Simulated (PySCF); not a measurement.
## Calculated data, C₃H₉B

Calculation on a computer-drawn molecule: the log of a Hartree-Fock and frozen-core CCSD(T) single point meant for a local Hartree-Fock minimum, with one planted fault or none, to be diagnosed. Offsets are logged minus clean, where the clean run is the same molecule without the fault. The reference is restricted for singlets and unrestricted otherwise, and also for a bond in bohr or an excited solution. Adding or removing an electron swaps singlet and doublet. The excited solution moves the top pair (singlet) or top alpha electron (doublet) to the lowest empty orbital. Highest occupied and lowest empty are orbital energies over both spins, largest force is the largest gradient component, triples share is (T) over the correlation energy, the T1 limit is 0.02 restricted and 0.045 unrestricted, electrons count all cores, a negative frequency is imaginary (commonest isotopes), and the dipole is about the centre of nuclear charge. Program: PySCF 2.14.0.

```json
{"formula": "C3H9B", "logged_structure": {"atoms_angstrom": [["B", 0.6569, 2.8039, 0.5629], ["C", 0.0399, 1.3767, 0.3036], ["C", 0.9488, 0.2027, 0.692], ["C", -0.5798, 1.1868, -1.0875], ["H", 1.4927, 2.9688, 1.4124], ["H", 0.2517, 3.7678, -0.0324], ["H", -0.7942, 1.4011, 1.0336], ["H", 1.8126, 0.1369, 0.0231], ["H", 1.3295, 0.3105, 1.7098], ["H", 0.4178, -0.7513, 0.6308], ["H", 0.192, 1.1802, -1.8635], ["H", -1.1194, 0.2383, -1.1587], ["H", -1.2795, 1.9901, -1.3274]]}, "given": {"meant_charge": 0, "meant_multiplicity": 1, "meant_basis": "cc-pVDZ", "logged_electrons": 32, "logged_basis_functions": 29, "logged_SCF_converged": "yes", "logged_spin_squared": 0.0, "logged_highest_occupied [eV]": -10.489, "logged_lowest_empty [eV]": 7.032, "logged_largest_force [hartree/bohr]": 0.024518, "logged_T1_diagnostic": 0.0036046, "logged_D1_diagnostic": 0.015609, "logged_triples_share": 0.006603, "logged_CC_converged": "yes", "logged_dipole_magnitude [debye]": 0.2803, "logged_SCF_stable_within_its_kind": "yes", "logged_energy_HF [hartree]": -141.81948, "logged_energy_CCSD(T) [hartree]": -142.07657, "possible_faults": "no fault, one electron removed, one electron added, multiplicity raised by two, geometry at a saddle point, SCF held on an excited solution, minimal basis STO-3G, one bond length entered in bohr, all coordinates scaled", "drawn_bonds_atom": [1, 2, 2, 1, 1, 2, 3, 3, 3, 4, 4, 4], "drawn_bonds_other_atom": [2, 3, 4, 5, 6, 7, 8, 9, 10, 11, 12, 13], "drawn_bonds_order": [1, 1, 1, 1, 1, 1, 1, 1, 1, 1, 1, 1]}, "results": {"planted_fault": "minimal basis STO-3G", "HF_energy_offset_from_clean_run [kcal/mol]": 1064, "CCSD(T)_energy_offset_from_clean_run [kcal/mol]": 1280}}
```
